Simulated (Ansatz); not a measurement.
Reaction (formal exchange of groups at a C–Si bond): `NCC[SiH2]N` + GeH₄ → `NC[CH2][GeH3]` + `N[SiH3]`

Calculated with Ansatz (gas phase, PBE0-D4/def2-TZVP geometries, no zero-point term in ΔE). CBS: MP2 limit from def2 TZ/QZ plus the TZ coupled-cluster correction, frozen cores. This one scheme is used for every species. Functionals use def2-TZVPP. For Ge outer-core shells are correlated without core-valence functions, which leaves a few kJ/mol of doubt a bond. Scalar relativity is left out up to krypton. One conformer a species, not always the lowest.

Q: Is it downhill or uphill in electronic energy at CCSD(T)/CBS, and by how much? (Best estimate.)

A: The calculation gave: Uphill: ΔE = +2.8 kcal/mol.

Q: What do these levels give: PBE-D4, ωB97X-V, ωB97M-V, r2SCAN, PBE0, MP2/def2-QZVPP? (An estimate is asked.)

A: The calculation gave: PBE-D4 4.2, ωB97X-V 3.8, ωB97M-V 4.2, r2SCAN 4.2, PBE0 3.8, MP2/def2-QZVPP 2.5 kcal/mol.

Largest T1 diagnostic among the species: 0.012.
